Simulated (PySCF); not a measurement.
# I⁻ (iodine, charge -1): UHF calculation

Configuration: [Xe], closed-shell 1S. All numbers are calculated (PySCF 2.14, the spin-free X2C one-electron Hamiltonian (Gaussian nucleus), in aug-cc-pVQZ-DK3 (9s8p6d3f2g, 102 functions)).

```
Total energy                        : -7112.466342 hartree
One-electron energy                 : -9767.5715 hartree
Hartree (Coulomb) energy            : 2835.7320 hartree
Exchange energy                     : -180.6269 hartree
⟨S²⟩                                : 0.0000
⟨L²⟩                                : 0.000
Sum of ⟨r⟩                          : 41.92 bohr
Sum of ⟨r²⟩                         : 78.29 bohr²
Langevin diamagnetic susceptibility : -62.0 ×10⁻⁶ cm³/mol
```

```json
{"shell": "1s", "electrons": "2", "mean orbital energy (hartree)": "-1224.44877", "rms radius, mean of both spins (bohr)": "0.0311"}
{"shell": "2s", "electrons": "2", "mean orbital energy (hartree)": "-192.59939", "rms radius, mean of both spins (bohr)": "0.127"}
{"shell": "2p", "electrons": "6", "mean orbital energy (hartree)": "-172.71545", "rms radius, mean of both spins (bohr)": "0.113"}
{"shell": "3s", "electrons": "2", "mean orbital energy (hartree)": "-40.20809", "rms radius, mean of both spins (bohr)": "0.334"}
{"shell": "3p", "electrons": "6", "mean orbital energy (hartree)": "-33.58933", "rms radius, mean of both spins (bohr)": "0.335"}
{"shell": "3d", "electrons": "10", "mean orbital energy (hartree)": "-23.63115", "rms radius, mean of both spins (bohr)": "0.313"}
{"shell": "4s", "electrons": "2", "mean orbital energy (hartree)": "-7.46154", "rms radius, mean of both spins (bohr)": "0.787"}
{"shell": "4p", "electrons": "6", "mean orbital energy (hartree)": "-5.28914", "rms radius, mean of both spins (bohr)": "0.845"}
{"shell": "4d", "electrons": "10", "mean orbital energy (hartree)": "-2.00786", "rms radius, mean of both spins (bohr)": "0.994"}
{"shell": "5s", "electrons": "2", "mean orbital energy (hartree)": "-0.60768", "rms radius, mean of both spins (bohr)": "2.21"}
{"shell": "5p", "electrons": "6", "mean orbital energy (hartree)": "-0.12610", "rms radius, mean of both spins (bohr)": "2.92"}
```

Densities and radii are taken from the X2C orbitals without a picture-change correction, which distorts them close to the nucleus.

Spin-orbit constants ζ (cm⁻¹) from the X2C one-electron operator on these orbitals: bare nucleus, nucleus screened by l(l+1)(2l+1)/3 electrons, and screened by the Breit-Pauli mean field of the electrons.

| shell | bare | screened nucleus | mean field |
| --- | --- | --- | --- |
| 2p | 1592000 | 1532000 | n/a |
| 3p | 303500 | 292000 | n/a |
| 3d | 46150 | 37440 | n/a |
| 4p | 56480 | 54350 | n/a |
| 4d | 6509 | 5281 | n/a |
| 5p | 4196 | 4038 | n/a |
